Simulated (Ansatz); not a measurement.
`C=COCO` and `OC[O][SnH3]` differ in one atom or group.

Ansatz, PBE0-D4/def2-TZVP geometries, multiplicity 1. Each molecule was computed in one conformer, which needn't be the lowest.

Elements past krypton have def2 core potentials.

```csv
property,`C=COCO`
size of the dipole moment (ωB97M-V/def2-TZVPP) / D,1.39
HOMO–LUMO gap (B3LYP/def2-TZVPP) / eV,7.15
LUMO energy (PBE0/def2-TZVPP) / eV,0.74
size of the dipole moment (PBE/def2-TZVPP) / D,1.28
HOMO energy (B3LYP/def2-TZVPP) / eV,-6.69
HOMO energy (ωB97M-V/def2-TZVPP) / eV,-9.17
```

(1) What does the change do to each property? (Estimate.)

Answers

(1) Computed: 
```csv
property,`OC[O][SnH3]`,shift
size of the dipole moment (ωB97M-V/def2-TZVPP) / D,2.65,1.26
HOMO–LUMO gap (B3LYP/def2-TZVPP) / eV,6.56,-0.59
LUMO energy (PBE0/def2-TZVPP) / eV,-0.50,-1.24
size of the dipole moment (PBE/def2-TZVPP) / D,2.32,1.04
HOMO energy (B3LYP/def2-TZVPP) / eV,-7.31,-0.62
HOMO energy (ωB97M-V/def2-TZVPP) / eV,-9.92,-0.75
```

With PBE0 the HOMO falls by 0.62 eV and the LUMO falls by 1.24 eV, so the gap narrows by about 0.62 eV. PBE moves the HOMO by -0.29 eV and ωB97M-V by -0.75 eV. Dipoles are sizes alone; their direction can turn.

B3LYP here is the variant with VWN-RPA as its local correlation; programs differ in this.
